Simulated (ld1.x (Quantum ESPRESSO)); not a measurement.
# Configuration tests for platinum (TM)

ld1.x (Quantum ESPRESSO) 7.5 input, shortened:

```
&input
   title='Pt', zed=78., rel=1, dft='WC', iswitch=3,
   config='[Xe] 4f14 5d9 5f-2 6s1 6p0'
 /
 &inputp
   pseudotype=2, tm=.true., lloc=-1, rcloc=2.40,
   nlcc=.true., rcore=0.90
 /
4
6S  1  0   1.00   0.00  1.85  1.85  0.0
6P  2  1   0.00   0.00  2.90  2.90  0.0
5D  3  2   9.00   0.00  1.70  1.70  0.0
5F  4  3  -2.00   0.40  2.65  2.65  0.0
 &test
   configts(1)='5d9 6s1 6p0'
 /
```

Energies are relative to the spin-unpolarised reference configuration 5d9 6s1 6p0; without spin polarisation the order of configurations can differ from experiment.

| valence configuration | charge | ΔE all-electron (eV) | error AE − PS (meV) |
| --- | --- | --- | --- |
| 5d9 6s0 6p0 | +1 | 9.231 | -13 |
| 5d8 6s0 6p0 | +2 | 29.233 | -47 |
| 5d7 6s0 6p0 | +3 | 61.489 | -246 |
| 5d10 6s0 6p0 | 0 | -0.005 | -36 |
| 5d6 6s0 6p0 | +4 | 107.183 | -736 |
| 5d8 6s1 6p1 | 0 | 6.655 | -25 |

**Question.** What are ΔE and the potential's error for 5d9.5 6s0.5 6p0?

**Answer.** ΔE = -0.114 eV all-electron; the error (AE − PS) is -9.9 meV.

Levels in the configuration 5d10 6s0 6p0:

```
level  all-electron (eV)  pseudo (eV)
   5d             -4.472       -4.449
```
